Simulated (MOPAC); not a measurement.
Job for MOPAC: PM7 on BeN+, 2S+1 = 3, a spin state set in the input, which need not be the lowest, a point of a bond scan (R = 1.472 Å). Charge +1.

```
PM7 1SCF PRECISE CHARGE=1 UHF MS=1 THREADS=1
BeN

Be     0.00000000 1     0.00000000 1     0.00000000 1
N      0.00000000 1     0.00000000 1     1.47232100 1
```

Output:

```
*******************************************************************************
 **                                                                           **
 **                              MOPAC v23.2.5                                **
 **                                                                           **
 *******************************************************************************
 ** MOPAC's Digital Object Identifier: https://doi.org/10.5281/zenodo.6511958 **
 **                                                                           **
 ** Please cite the open-source release paper for use of this MOPAC version:  **
 ** J. E. Moussa and J. J. P. Stewart (2026)                                  **
 ** MOPAC: An open-source semiempirical molecular orbital program             **
 ** J. Open Source Softw., 11(119), 8025, https://doi.org/10.21105/joss.08025 **
 *******************************************************************************

                              PM7 CALCULATION RESULTS

 *******************************************************************************
 *  PM7        - The PM7 Hamiltonian to be used
 *  UHF        - UNRESTRICTED HARTREE-FOCK CALCULATION
 *
 *
 *
 *                 CHARGE ON SYSTEM = +1
 *
 *
 *
 *  MS=        - IN MECI, MAGNETIC COMPONENT OF SPIN =  1.0
 *  PRECISE    - TIGHTER CRITERIA TO BE USED
 *  1SCF       - DO 1 SCF AND THEN STOP
 *  THREADS=1  - MULTI-THREADING NOT USED
 *  T=         - A TIME OF 172800.0 SECONDS REQUESTED
 *  DUMP=N     - RESTART FILE WRITTEN EVERY 7200.0 SECONDS REQUESTED
 *******************************************************************************
PM7 1SCF PRECISE CHARGE=1 UHF MS=1 THREADS=1
 BeN

   ATOM   CHEMICAL          X               Y               Z
  NUMBER   SYMBOL      (ANGSTROMS)     (ANGSTROMS)     (ANGSTROMS)

     1      Be          0.00000000  *   0.00000000  *   0.00000000  *
     2       N          0.00000000  *   0.00000000  *   1.47232100  *



          CARTESIAN COORDINATES

    NO.       ATOM           X           Y           Z

     1        Be          0.0000      0.0000      0.0000
     2         N          0.0000      0.0000      1.4723

 General Reference for PM7:
 "Optimization of Parameters for Semiempirical Methods VI: More Modifications to the
 NDDO Approximations and Re-optimization of Parameters", J. J. P. Stewart, J. Mol. Mod., 1:32, 19 (2013)
 https://link.springer.com/article/10.1007/s00894-012-1667-x

           Empirical Formula: N Be  =     2 atoms



      MOLECULAR POINT GROUP   :   C*v


          UHF CALCULATION, NO. OF ALPHA ELECTRONS =    4
                           NO. OF BETA  ELECTRONS =    2

 -------------------------------------------------------------------------------
 PM7 1SCF PRECISE CHARGE=1 UHF MS=1 THREADS=1
 BeN



     1SCF WAS SPECIFIED, SO BFGS WAS NOT USED
     SCF FIELD WAS ACHIEVED


                              PM7 CALCULATION
                                                       MOPAC v23.2.5 Linux




          FINAL HEAT OF FORMATION =        343.02961 KCAL/MOL =    1435.23590 KJ/MOL


          COSMO AREA              =         70.65 SQUARE ANGSTROMS
          COSMO VOLUME            =         53.96 CUBIC ANGSTROMS

          IONIZATION POTENTIAL    =         17.677531 EV
          ALPHA SOMO LUMO (EV)    =        -19.483 -8.450
          BETA  SOMO LUMO (EV)    =        -17.678 -8.340
          NO. OF ALPHA ELECTRONS  =          4
          NO. OF BETA  ELECTRONS  =          2
          MOLECULAR WEIGHT        =         23.0189         POINT GROUP:  C*v

          MOLECULAR DIMENSIONS (Angstroms)

            Atom       Atom       Distance
            N     2   Be     1     1.47232
            N     2   Be     1     0.00000
           Be     1    N     2     0.00000


          SCF CALCULATIONS        =          1





   ATOM   CHEMICAL          X               Y               Z
  NUMBER   SYMBOL      (ANGSTROMS)     (ANGSTROMS)     (ANGSTROMS)

     1      Be          0.00000000  *   0.00000000  *   0.00000000  *
     2       N          0.00000000  *   0.00000000  *   1.47232100  *

                             CARTESIAN COORDINATES

   1   Be        0.000000000     0.000000000     0.000000000
   2    N        0.000000000     0.000000000     1.472321000


           Empirical Formula: N Be  =     2 atoms



      MOLECULAR POINT GROUP   :   C*v


          ALPHA EIGENVALUES
 -37.77370 -19.75676 -19.48304 -19.48304  -8.45021  -5.49829  -5.49829  -2.94918


           BETA EIGENVALUES
 -32.84358 -17.67753  -8.34006  -7.85104  -7.85104  -4.23439  -4.23439  -2.23340


              NET ATOMIC CHARGES AND DIPOLE CONTRIBUTIONS

  ATOM NO.   TYPE          CHARGE      No. of ELECS.   s-Pop       p-Pop
    1         Be           1.142420        0.8576     0.30570     0.55188
    2          N          -0.142420        5.1424     1.89950     3.24292
 DIPOLE           X         Y         Z       TOTAL
 POINT-CHG.     0.000     0.000    -5.310     5.310
 HYBRID        -0.000    -0.000    -2.363     2.363
 SUM           -0.000    -0.000    -7.673     7.673


          ATOMIC ORBITAL ELECTRON POPULATIONS

     Atom    s        px        py        pz
    1 Be   0.30570   0.06734   0.06734   0.41719
    2  N   1.89950   0.93266   0.93266   1.37760


                    (SZ)    =    1.000000
                    (S**2)  =    2.009225


          ATOMIC ORBITAL SPIN POPULATIONS

    Atom   Total    s     px     py     pz
         Atomic
    1 Be  0.0423 -0.037  0.067  0.067 -0.055
    2  N  1.9577  0.013  0.933  0.933  0.080

 **********************
 *                    *
 * JOB ENDED NORMALLY *
 *                    *
 **********************




 == MOPAC DONE ==
```

The run finished.

Cost: around 0.03 core-seconds (rough).
